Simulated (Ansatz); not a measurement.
This geometry of AlClFH$_{3}$O (7 atoms, charge 0, multiplicity 1) is a first-order saddle point.

The calculation used RKS PBE/def2-SVP in Ansatz 0.2.0.

```xyz
7
Properties=species:S:1:pos:R:3
Al 0.154 -0.276 -0.071
H 0.156 -0.031 1.678
Cl 1.826 0.550 -1.036
F -1.381 -0.033 -0.701
O 0.349 -1.973 0.641
H -0.372 -2.631 0.584
H 0.199 -1.085 1.539
```

Task: Which two structures does it join? (They come from a converged band through this point; their orientation in space is the band's.)

Result: Bonds broken: Al1–H2, O5–H7. Bonds formed: H2–H7. AlClFH3O becomes AlClFHO + H2.

First end point:

```xyz
7
Properties=species:S:1:pos:R:3
Al 0.164 0.014 0.142
H 0.031 0.767 1.537
Cl 1.813 0.410 -1.136
F -1.272 -0.459 -0.648
O 0.365 -1.901 0.726
H -0.457 -2.263 0.322
H 0.287 -2.046 1.691
```

Last end point:

```xyz
7
Properties=species:S:1:pos:R:3
Al 0.138 -0.626 -0.249
H 0.179 0.269 1.810
Cl 1.793 0.524 -0.823
F -1.393 -0.003 -0.513
O 0.373 -2.261 0.194
H -0.367 -2.881 0.293
H 0.208 -0.500 1.923
```

Task: How far does it lie above each of them?

Result: 65.5 kJ/mol above the first and 61.8 kJ/mol above the second. This is the barrier of this one path; another mechanism may lie lower. The orbitals stay closed-shell, which can raise the energy where a bond breaks towards radicals; this wasn't checked here.

Run time: 3.3 min on 1 thread of Arm Neoverse V2, on a shared host, peak memory 0.14 GiB.
